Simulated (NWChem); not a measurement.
Isomers of CH$_{3}$FO$_{3}$Si, each optimised at B3LYP/6-31G* with NWChem, gas phase unless a solvent is named. Flexible species stand in one conformer each, which need not be the lowest. Pople sets run with spherical d functions.

A: C1O[Si](F)(O)O1
B: O=C(O)[Si@H](O)F
C: F[Si@H](O)OC=O
D: O=C[Si](O)(O)F

Question: Rank them by SMD solvation free energy in water, B3LYP/6-31G* (kcal/mol), lowest first.

Answer: A (-8.5), D (-8.1), B (-6.9), C (-3.1)
